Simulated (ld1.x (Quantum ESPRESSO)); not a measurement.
**Configuration tests for Cu (Z = 29) (TM)**

Cu, norm-conserving Troullier–Martins (Kleinman–Bylander form), made with ld1.x (Quantum ESPRESSO) 7.5 (PBE, scalar-relativistic). Core [Ne], reference 3s2 3p6 3d10 4s1 4p0. Waves: 3p (bound): rc 0.95 bohr; 3d (bound): rc 0.95 bohr; 3s (bound): rc 0.60 bohr. Local part: the s channel. Core correction: none.

Occupied shells without a wave of their own: 4s. They enter only through the test configuration that unscreens the potential.

Energies are relative to the spin-unpolarised reference configuration 3s2 3p6 3d10 4s1 4p0; without spin polarisation the order of configurations can differ from experiment.

| valence configuration | charge | ΔE all-electron (eV) | error AE − PS (meV) |
| --- | --- | --- | --- |
| 3s2 3p6 3d10 4s0 4p0 | +1 | 8.148 | -52 |
| 3s2 3p6 3d9 4s0 4p0 | +2 | 29.480 | -87 |
| 3s2 3p6 3d8 4s0 4p0 | +3 | 68.500 | -134 |
| 3s2 3p6 3d9 4s2 4p0 | 0 | 1.970 | +52 |
| 3s1 3p6 3d10 4s1 4p0 | +1 | 122.233 | -20 |
| 3s2 3p6 3d7 4s0 4p0 | +4 | 128.209 | -176 |

Problem. What are ΔE and the potential's error for 3s2 3p6 3d10 4s0 4p1?

Solution. ΔE = 4.137 eV all-electron; the error (AE − PS) is -38 meV.

Levels in the configuration 3s2 3p6 3d10 4s0 4p1:

| level | all-electron (eV) | pseudo (eV) |
| --- | --- | --- |
| 3s | -116.831 | -116.845 |
| 3p | -74.287 | -74.296 |
| 3d | -7.153 | -7.165 |
| 4p | -1.715 | -1.723 |
